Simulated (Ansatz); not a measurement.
Consider the hydrogenolysis of a B–O bond: `[SiH3]OB(S)O[SiH3]` + H₂ → `[SiH3]OBS` + `O[SiH3]`.

Computed with Ansatz on PBE0-D4/def2-TZVP structures; ΔE is electronic, products minus reactants. CCSD(T)/CBS is the MP2 limit (def2-TZVPP, def2-QZVPP) plus CCSD(T) − MP2 in def2-TZVPP, frozen cores. This one scheme is used for every species. Functionals use def2-TZVPP. B3LYP here is the variant with VWN-RPA as its local correlation; programs differ in this. Each species was taken in one conformer, which may not be the lowest.

```csv
level,ΔE (kJ/mol)
PBE0-D4,100.8
B3LYP,91.1
CCSD/def2-TZVPP,99.3
HF/CBS(def2),95.4
```

What does CCSD(T)/CBS give? (An estimate is asked.)

The calculation gave: +101.9 kJ/mol. The listed levels differ from it by -1.1, -10.8, -2.6, -6.5 kJ/mol.

Largest T1 diagnostic among the species: 0.013.

In def2-TZVPP, CCSD(T) changes the Hartree–Fock value by +7.0 kJ/mol (the triples alone add +2.4 kJ/mol) and MP2 by +10.2 kJ/mol. The D4 term adds +15.8 kJ/mol with B3LYP and +9.2 kJ/mol with PBE0; it sums over pairs of atoms, weighted by their polarisabilities, and B3LYP, whose exchange is more repulsive, gets the larger term. From PBE to PBE0 (25 % exact exchange), in def2-TZVPP and without D4, ΔE moves by +3.0 kJ/mol.
